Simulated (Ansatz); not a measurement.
Consider the ligand exchange at a B–C bond: `CBO` + `[SiH3]S` → `OBS[SiH3]` + CH₄.

Computed with Ansatz on PBE0-D4/def2-TZVP structures; ΔE is electronic, products minus reactants. CBS: MP2 limit from def2 TZ/QZ plus the TZ coupled-cluster correction, frozen cores. This one scheme is used for every species. Each species was taken in one conformer, which may not be the lowest.

```json
{"species": "`CBO`", "MP2/def2-TZVPP energy (Eh)": "-140.96514"}
{"species": "`[SiH3]S`", "MP2/def2-TZVPP energy (Eh)": "-689.15038"}
{"species": "`OBS[SiH3]`", "MP2/def2-TZVPP energy (Eh)": "-789.73026"}
{"species": "CH₄", "MP2/def2-TZVPP energy (Eh)": "-40.41206"}
```

Q: Work out ΔE.

A: ΔE = (-789.73026) + (-40.41206) − (-140.96514) − (-689.15038) = -0.02680 Eh = -16.8 kcal/mol. CCSD(T)/CBS gives -15.9 kcal/mol.

Largest T1 diagnostic among the species: 0.014.

From BLYP to BHLYP (50 % exact exchange), in def2-TZVPP and without D4, ΔE moves by +1.0 kcal/mol. In def2-TZVPP, CCSD(T) changes the Hartree–Fock value by −3.1 kcal/mol (the triples alone add −1.1 kcal/mol) and MP2 by −4.2 kcal/mol. Leaving LDA and LC-ωPBE aside and taking each functional with its dispersion term where it has one, the values, not all of them listed here, spread over 2.9 kcal/mol, from revPBE-D4 to CAM-B3LYP-D4. LDA lies −0.8 kcal/mol from PBE without D4.
